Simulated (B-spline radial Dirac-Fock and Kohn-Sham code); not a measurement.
# Run log: Co³⁺

ΔSCF core binding energies without Breit or QED terms, calculated with an atomic code on a B-spline grid. Keys: rel is the Hamiltonian (dirac, or spin-free x2c and nr, where L3 and M5 stand for the whole 2p and 3d shells), method is hf or an exchange,correlation pair (spin-unpolarised, also for the hole states), nuc the nuclear model, radius_factor scales its radius, rmax is the box in bohr, h the logarithmic mesh step, order the B-spline order, points the quadrature points per cell, c_factor scales the speed of light, and damp, ndamp, maxit and tol steer the iteration. The run stops when the commutator error falls below 10·tol·max(1, Z/10), or the numerical noise floor, and the energy has settled to about 1e-8 Ha; the virial ratio is −V/T.

Input (task.json):

```json
{"items": [{"Z": 27, "q": 3, "cfg": [[1, 0, 2], [2, 0, 2], [2, 1, 6], [3, 0, 2], [3, 1, 6], [3, 2, 6]], "A": 59, "rrms": 3.7875, "do": "settings", "holes": ["K", "L3", "M5"],
  "settings": [{"rel": "dirac", "method": "hf", "nuc": "fermi", "radius_factor": 1.0, "rmax": 45.0, "h": 0.3, "order": 8, "points": 10, "c_factor": 1.0, "maxit": 60, "damp": 0.5, "ndamp": 3, "tol": 1e-08}]}]}
```

Command: `python xray2_run.py task.json out`

Ground-state iterations:

```
iter   energy (Ha)        error
   1    -1375.33045499  1.01e+00
   2    -1384.78010541  6.54e-01
   3    -1389.53019385  1.82e-01
   4    -1389.93588948  3.85e-02
   5    -1389.94884841  2.48e-02
   6    -1389.95679372  2.01e-03
   7    -1389.95681612  2.55e-04
   8    -1389.95681646  4.02e-05
   9    -1389.95681647  2.59e-06
  10    -1389.95681647  7.74e-08
```

The ground state converged in 10 iterations, with total energy -1389.95682 Ha, virial ratio 1.98456 and highest orbital energy -55.75 eV. ΔSCF binding energies: K (1s) 7779.0 eV, L3 (2p3/2) 838.8 eV. Holes are computed only in closed shells, and unreliable hole states are left out.
